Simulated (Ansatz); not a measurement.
Computed with Ansatz on PBE0-D4/def2-TZVP structures; ΔE is electronic, products minus reactants. CCSD(T)/CBS adds triple-zeta CCSD(T) − MP2 to the extrapolated MP2 energy (def2 sets, frozen cores). Double bonds are as drawn, so ΔE can hold a change between cis and trans. Functionals use def2-TZVPP. For Ga outer-core shells are correlated without core-valence functions, which leaves a few kJ/mol of doubt a bond. Scalar relativity is left out up to krypton. Each species was taken in one conformer, which may not be the lowest.

`[SiH3]/C=[CH]\[GaH2]` + `CB(N)S` → `C[B](N)[GaH2]` + `[SiH3]/C=C\S`  (redistribution)

`[SiH3]/C=[CH]\[GaH2]`:

```xyz
11

Si    0.828    1.023   -0.740
C    -0.340   -0.317   -1.237
C    -0.882   -1.020   -0.233
Ga   -0.390   -0.569    1.635
H     0.829    0.933    0.780
H     0.404    2.407   -1.077
H     2.239    0.842   -1.170
H    -0.581   -0.531   -2.278
H    -1.580   -1.824   -0.478
H    -1.304    0.407    2.460
H     0.777   -1.352    2.336
```

`CB(N)S`:

Cartesian coordinates in Å:
```
C -0.530 -0.921 0.911
B 0.103 -0.030 -0.220
N 0.180 1.359 -0.100
S 0.733 -0.902 -1.699
H -1.371 -1.506 0.526
H -0.893 -0.331 1.757
H 0.197 -1.643 1.294
H 0.576 1.970 -0.793
H -0.167 1.839 0.712
H 1.173 0.165 -2.387
```

`C[B](N)[GaH2]`:

```xyz
11

C    -0.787   -0.335    1.302
B    -0.019    0.192    0.035
N     0.119    1.562   -0.174
Ga    0.853   -1.064   -1.431
H    -0.143   -0.986    1.903
H    -1.169    0.458    1.955
H    -1.633   -0.964    1.006
H    -0.257    2.254    0.459
H     0.598    1.962   -0.963
H     0.816   -2.645   -1.422
H     1.622   -0.434   -2.671
```

`[SiH3]/C=C\S`:

Cartesian coordinates in Å:
```
Si -0.048 -1.373 -0.019
C -0.726 0.283 0.472
C -0.206 1.475 0.168
S 1.227 1.849 -0.745
H -0.769 -2.439 0.722
H -0.202 -1.613 -1.481
H 1.408 -1.468 0.289
H -1.640 0.303 1.062
H -0.685 2.394 0.500
H 1.641 0.589 -0.968
```

```csv
level,ΔE (kcal/mol)
r2SCANh,28.2
CCSD/def2-SVP,29.2
```

What does CCSD(T)/CBS give? (An estimate is asked.)

Ansatz gave: +28.8 kcal/mol. The listed levels differ from it by -0.6, 0.4 kcal/mol.

Largest T1 diagnostic among the species: 0.013.

Leaving LDA and LC-ωPBE aside and taking each functional with its dispersion term where it has one, the values, not all of them listed here, spread over 4.9 kcal/mol, from BLYP-D4 to PBE-QIDH. LDA lies +2.1 kcal/mol from PBE without D4. From BLYP to BHLYP (50 % exact exchange), in def2-TZVPP and without D4, ΔE moves by +4.3 kcal/mol.
